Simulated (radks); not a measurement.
Values are calculated unless marked as measured or tabulated.
Task: All-electron atom: W2+ in [Xe] 4f14 5d3 6p1 (not the ground configuration). Level of theory: Dirac Kohn-Sham, LDA (Slater exchange, Perdew-Wang correlation), spin-unpolarised, spherical densities, finite nucleus; open shells are shared between the two j in proportion to 2j + 1; Fermi nuclear charge, rms radius 5.3658 fm (a radial shooting solver on a logarithmic mesh with Libxc functionals). Some entries of the table are withheld. Estimate them.

orbital      occ.  eigenvalue (eV)  <r> (bohr)
1s1/2           2        -69334.34     0.01836
2s1/2           2        -11978.12         (1)
2p1/2           2              (2)     0.06367
2p3/2           4              (3)     0.07163
3s1/2           2        -2773.948      0.2008
3p1/2           2        -2542.849         (4)
3p3/2           4        -2250.756         (5)
3d3/2           4        -1859.096         (6)
3d5/2           6        -1795.513         (7)
4s1/2           2        -587.9999      0.4497
4p1/2           2              (8)      0.4547
4p3/2           4              (9)      0.4882
4d3/2           4        -265.9891      0.5050
4d5/2           6        -253.4708      0.5165
5s1/2           2         -99.6817        (10)
5p1/2           2         -71.0109       1.169
5p3/2           4         -60.9387       1.269
4f5/2           6         -55.3642      0.6018
4f7/2           8         -53.1199      0.6114
5d3/2         1.2         -23.9963       1.774
5d5/2         1.8         -23.0735       1.826
6p1/2    0.333333         -15.7459       3.187
6p3/2    0.666667         -14.4959       3.409

Result: 
(1) 2s1/2 <r> (bohr): 0.07700
(2) 2p1/2 eigenvalue (eV): -11461.94
(3) 2p3/2 eigenvalue (eV): -10110.75
(4) 3p1/2 <r> (bohr): 0.1907
(5) 3p3/2 <r> (bohr): 0.2054
(6) 3d3/2 <r> (bohr): 0.1797
(7) 3d5/2 <r> (bohr): 0.1843
(8) 4p1/2 eigenvalue (eV): -492.0658
(9) 4p3/2 eigenvalue (eV): -424.1386
(10) 5s1/2 <r> (bohr): 1.064
